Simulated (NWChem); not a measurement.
A series in which one site is exchanged, each optimised at PBE0/def2-SVP with NWChem, gas phase unless a solvent is named. Some are not confirmed as minima by frequencies. def2 effective core potentials on I; no spin-orbit coupling.

A: [I][Be][I] (BeI2; site = I)
B: [F][Be][I] (BeIF; site = F)
C: [I][Be][Br] (BeIBr; site = Br)
D: [I][BeH] (BeHI; site = H)

### Question
Rank them by lowest singlet excitation, B3LYP/def2-SVPD, TDA (eV), lowest first.

### Answer
A (5.33), D (5.53), C (5.69), B (6.01)
